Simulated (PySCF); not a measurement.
A structure optimised at PBE-D3(BJ)/def2-SVP, used in a PySCF frequency run:

```xyz
10

Si    -0.2513    -0.0426     0.5052
C      1.2332    -1.0379     1.0660
N     -1.5421    -1.1224     0.0881
Cl     0.4036     1.1838    -1.0867
H     -0.7808     0.8952     1.5469
H      0.9741    -1.6620     1.9448
H      1.5846    -1.7040     0.2517
H      2.0725    -0.3675     1.3370
H     -1.3399    -1.8875    -0.5623
H     -2.4577    -0.7189    -0.1301
```

**Question.** Write its SMILES and formula.

**Answer.** C[SiH](N)Cl, CH6ClNSi

**Question.** What are its rotational constants (standard atomic weights)?

**Answer.** 5.7222, 3.1163, 2.2641 GHz
